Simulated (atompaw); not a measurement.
Pseudopotential generation for phosphorus (P): PAW (atompaw), PBE, scalar-relativistic.

Input for atompaw 4.2.0.5:

```
P 15
GGA-PBE scalarrelativistic loggrid 1500 logderivrange -3 5 201
3 3 0 0 0 0
3 1 3
0 0 0
c
c
v
c
v
2
1.95 1.55 1.55 1.85
y
1.6
n
y
-0.05
n
y
0.25
n
custom polynom vanderbiltortho sinc
bessel
1.75
1.75
1.95
1.95
1.95
PWSCFOUT
UPFDX 0.0125d0 UPFXMIN -7.d0 UPFZMESH 15.d0
END
```

Command:

```bash
atompaw < P.input > P.log
```

Resulting log (summary file):

```
Completed calculations for P (AE)

 Exchange-correlation type: GGA, Perdew-Burke-Ernzerhof

 Radial integration grid is logarithmic
 r0 =   5.3031253E-04 h =   7.9546880E-03   n =      1500 rmax =   8.0000000E+01

 Scalar relativistic calculation

 AEatom converged in  32 iterations
   nz     =  15.00
   delta  =       8.970348567620E-17

 All Electron Orbital energies:
  n  l      occupancy      energy
  1  0      2.0000000E+00 -1.5318380E+02
  2  0      2.0000000E+00 -1.2788127E+01
  3  0      2.0000000E+00 -1.0267284E+00
  2  1      6.0000000E+00 -9.1500967E+00
  3  1      3.0000000E+00 -4.0474358E-01

 Total energy
   Total                    :     -683.80432759913162

 ---
 Completed calculations for P (SC)

 Exchange-correlation type: GGA, Perdew-Burke-Ernzerhof

 Radial integration grid is logarithmic
 r0 =   5.3031253E-04 h =   7.9546880E-03   n =      1500 rmax =   8.0000000E+01

 Scalar relativistic calculation

 SCatom converged in   1 iterations
   nz     =  15.00
   delta  =       4.189078590474E-17

 Valence Electron Orbital energies:
  n  l      occupancy      energy
   3  0      2.0000000E+00 -1.0267284E+00
   3  1      3.0000000E+00 -4.0474358E-01

 Total energy
   Total                    :     -683.80432760087933
   Valence                  :      -55.14064072563057

 PAW parameters:
       lmax =            2
         rc =    1.9637946544945331
        irc =         1034
   rc_shape =    1.5591216668406103
    rc_vloc =    1.5591216668406103
    rc_core =    1.8574050333834640
   Vloc: truncated form - Vps(r)=A.sin(qr)/r for r<rc
   Projector type: polynomial pseudization + Vanderbilt ortho.
   Sinc^2 compensation charge shape zeroed at   1.5591E+00

 Number of basis functions     5
 No.   n  nodes  l      Energy         Cp coeff         Occ
  1    3    2    0   -0.1026728E+01  0.2299052E+03  0.2000000E+01
  2  999    3    0    0.1600000E+01  0.8790269E+00  0.0000000E+00
  3    3    1    1   -0.4047436E+00  0.6861726E+04  0.3000000E+01
  4  999    2    1   -0.5000000E-01  0.2218526E+04  0.0000000E+00
  5  999    0    2    0.2500000E+00 -0.4367688E+01  0.0000000E+00

 Eigenvalues of overlap operator (in the basis of projectors):
    1        7.49665093E-03
    2        8.93518388E-01
    3        3.87430673E+00
    4        3.23305122E+01
    5        5.76005752E+03

 Orbital leakage outside PAW augmentation regions
   orb  is_core?  %out_of_sphere
   1 0    T          -0.00
   2 0    T           0.01
   3 0    F          40.55
   2 1    T           0.02
   3 1    F          60.07

 Summary of PAW energies
   Total valence energy     :    -55.14065460149463
   Smooth energy            :     14.89883031559797
   One center               :    -70.03948491709261
   Smooth kinetic           :      4.55895332728698
   Vloc energy              :      1.18793808285363
   Smooth exch-corr         :     -3.17438417297377
   One-center xc            :    -42.81028270013855

  Detected negative values for pseudo core + nhat
    which may cause trouble
  Please try reducing rc_core and or adjusting compensation charge shape
```

The run took about 1.4 s on one core of a shared server CPU.
